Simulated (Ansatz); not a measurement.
Species: GaO$_{3}$, charge 0, multiplicity 2. It need not be the lowest isomer of its formula. SMILES: [O][Ga]1[O][O]1
Geometry: optimised at B3LYP-D3(BJ)/def2-TZVP (Ansatz, a first-principles code).

Property: atomisation energy (electronic, to ground-state atoms), in kJ/mol. Valence correlation only, unless marked. UHF or UKS for open shells. No spin-orbit coupling. Frozen are the shells of the preceding noble gas and the d and f shells that filled before the atom's block. Non-relativistic. The coupled-cluster limit lacks core correlation, which all-electron functionals hold. CBS marks a two-point X^-3 extrapolation of the correlation energy; Hartree-Fock from the larger set. The bracket is a focal-point correction in the basis named.

```tsv
level	program	atomisation energy (kJ/mol)
HF/aug-cc-pVTZ	Ansatz	215.7
HF/cc-pVQZ	Ansatz	220.3
```

Question: Predict the RI-MP2/CBS(cc-pVTZ,cc-pVQZ)+[CCSD(T)-MP2]/cc-pVTZ result (Ansatz).

Answer: 1014.1 kJ/mol
